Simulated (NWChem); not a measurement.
Species: BeGeH₄; SMILES [BeH][GeH3]

Computed with NWChem. Coordinates come from a PBE0/def2-SVP optimisation. B3LYP is NWChem's, with the RPA form of VWN correlation. Vertical excitations in the gas phase; the lowest state need not have the same character in each row.

Problem. Order these by “lowest excitation, singlet (eV)”, lowest first: CAM-B3LYP/def2-SVP, TDA; BHandHLYP/def2-SVP, TDA; B3LYP/def2-SVP, TDA; PBE/def2-SVP, TDA.

Solution. PBE/def2-SVP, TDA (4.87), B3LYP/def2-SVP, TDA (5.08), CAM-B3LYP/def2-SVP, TDA (5.21), BHandHLYP/def2-SVP, TDA (5.36)
